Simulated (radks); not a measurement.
Task: The mean radii <r> (bohr) of the occupied orbitals of an atom or ion are listed with their occupations. All-electron calculation, Dirac Kohn-Sham, PBE, spin-unpolarised, spherical densities, point nucleus. Program: a radial shooting solver on a logarithmic mesh with Libxc functionals.

orbital      occ.      <r>
1s1/2           2  0.01803
2s1/2           2  0.07557
2p1/2           2  0.06246
2p3/2           4  0.07054
3s1/2           2   0.1969
3p1/2           2   0.1870
3p3/2           4   0.2019
3d3/2           4   0.1765
3d5/2           6   0.1811
4s1/2           2   0.4404
4p1/2           2   0.4450
4p3/2           4   0.4784
4d3/2           4   0.4934
4d5/2           6   0.5048
5s1/2           2    1.037
5p1/2           2    1.138
5p3/2           4    1.240
4f5/2           6   0.5762
4f7/2           8   0.5850
5d3/2           2    1.813
6s1/2           1    2.869
5d5/2           3    1.882
5f5/2    0.428571    17.16
5f7/2    0.571429    17.16

Name the element and its charge. Open shells, if any, are shared by 2j + 1.

Result: Z = 75, rhenium, charge 0: Re in [Xe] 4f14 5d5 6s1 5f1. The 1s radius gives Z: for a bare nucleus <r> = (2 gamma + 1)/(2Z) with gamma = sqrt(1 - (Z/c)^2), 0.01783 bohr for Z = 75, and screening makes it slightly larger (0.01803 here). The occupations add up to 75, and the charge is Z minus that.
